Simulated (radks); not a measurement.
Dynamic dipole polarisability and lines of neutral lithium, [He] 2s1. All-electron calculation, scalar-relativistic Kohn-Sham, PBE, spin-polarised, spherical densities, finite nucleus; open shells are filled with parallel spins first; Fermi nuclear charge, rms radius of each element as measured or else 0.836 A^(1/3) + 0.57 fm. Program: a radial shooting solver on a logarithmic mesh with Libxc functionals. Time-dependent linear response with the Hartree and adiabatic LDA kernel, continuum included through the Sternheimer equations, no spin-orbit coupling, so fine structure and intercombination lines are absent. Lines are the poles of the dipole polarisability below minus the highest occupied eigenvalue, found on a grid refined at the orbital gaps; the lowest seven at most are given, and weak or close lines can be missed. The first line takes the name of the lowest orbital gap if no other gap lies below it; otherwise a line is named after a gap within 0.6 % of it, if that gap stands alone.

| photon energy (eV) | alpha (bohr^3) |
|---|---|
| 0 | 137.7 |
| 0.053 | 137.8 |
| 0.371 | 142.4 |
| 0.689 | 155.5 |
| 1.007 | 182.3 |
| 1.325 | 239.2 |
| 1.643 | 398.6 |
| 1.961 | 2151 |
| 2.279 | -509.9 |
| 2.597 | -209.0 |
| 2.915 | -124.6 |

Lines (eV, oscillator strength): 2.026 (612.0 nm, 2s-2p), f = 0.753. Higher lines, where found, are left out when the end of the mesh affects them. Those listed give 99 % of the static polarisability (sum of f/w^2). Orbital energy gaps for comparison: 2s-2p 1.881 eV. At laser wavelengths: 1550 nm 162.8, 1064 nm 204.9, 780 nm 355.3, 532 nm -417.8 bohr^3. Measured terms reached by dipole lines (averaged over J; NIST Handbook of Basic Atomic Spectroscopic Data, eV): 2s-2p 1.848; 2s-3p 3.834; 2s-4p 4.522; those above the model threshold have no computed partner.
